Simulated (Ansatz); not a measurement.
Mulliken charges of `FB(S)O[SiH3]` from r2SCAN/def2-TZVPP in Ansatz (PBE0-D4/def2-TZVP geometry).

```json
{"atom": "F1", "x (Å)": "1.663", "y (Å)": "-1.632", "z (Å)": "-0.947", "charge (e)": "-0.254"}
{"atom": "B2", "x (Å)": "1.008", "y (Å)": "-0.675", "z (Å)": "-0.301", "charge (e)": "0.456"}
{"atom": "S3", "x (Å)": "1.905", "y (Å)": "0.386", "z (Å)": "0.874", "charge (e)": "-0.198"}
{"atom": "O4", "x (Å)": "-0.304", "y (Å)": "-0.524", "z (Å)": "-0.541", "charge (e)": "-0.362"}
{"atom": "Si5", "x (Å)": "-1.547", "y (Å)": "0.448", "z (Å)": "-0.048", "charge (e)": "0.428"}
{"atom": "H6", "x (Å)": "3.090", "y (Å)": "-0.215", "z (Å)": "0.686", "charge (e)": "0.116"}
{"atom": "H7", "x (Å)": "-2.066", "y (Å)": "1.162", "z (Å)": "-1.237", "charge (e)": "-0.066"}
{"atom": "H8", "x (Å)": "-2.598", "y (Å)": "-0.418", "z (Å)": "0.534", "charge (e)": "-0.065"}
{"atom": "H9", "x (Å)": "-1.063", "y (Å)": "1.420", "z (Å)": "0.964", "charge (e)": "-0.056"}
```

Question: By hand: the dipole of these point charges (1 e Å = 4.8032 D).

Answer: Σ q r = (-0.169, 0.258, 0.178) e Å, of length 0.356 e Å = 1.71 D.

Question: How does the dipole of the full density compare? (Best estimate.)

Answer: Ansatz gave: (-0.094, 0.131, 0.087) e Å, 0.88 D; the point charges give 1.94 times that, at 3° from its direction.

Point charges leave out the atoms' own dipoles, such as those of lone pairs, and Mulliken's split depends on the basis, so the two needn't agree.
